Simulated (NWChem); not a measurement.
Species: MoNH2O2F; SMILES [NH]=[Mo](=[O])([OH])[F]

```xyz
7

Mo    -0.0211    -0.0360     0.0510
O      0.6751    -0.1050     1.5668
N      1.2333     0.0388    -1.1230
H      2.2385     0.0433    -1.2935
F     -1.0371    -1.5528    -0.2755
O     -1.0531     1.5120    -0.0882
H     -0.9764     2.1673    -0.7912
```
Atoms are numbered in this order, from 1.

Level: PBE0/def2-SVP with def2 effective core potentials on Mo (NWChem), optimised geometry, unscaled harmonic frequencies. def2 effective core potentials on Mo; no spin-orbit coupling.

**Question.** List the harmonic frequencies with IR intensities, and the thermochemistry.

**Answer.** 
```csv
frequency (cm⁻¹),IR intensity (km/mol)
190,2.2
239,9.0
260,5.5
262,1.9
305,58.5
365,60.3
524,162.6
618,224.9
671,38.2
710,134.1
783,128.4
1027,159.9
1070,120.1
3620,179.9
3908,239.1
```

| Item | Result |
|---|---|
| zero-point energy | 20.8 kcal/mol |
| thermal correction to the enthalpy at 298.15 K (with zero-point energy) | 25.4 kcal/mol |
| heat capacity Cv | 21.5 cal/(mol K) |
| entropy at 298.15 K and 1 atm (symmetry number 1) | 79.5 cal/(mol K) |

Rigid rotor and harmonic oscillator.
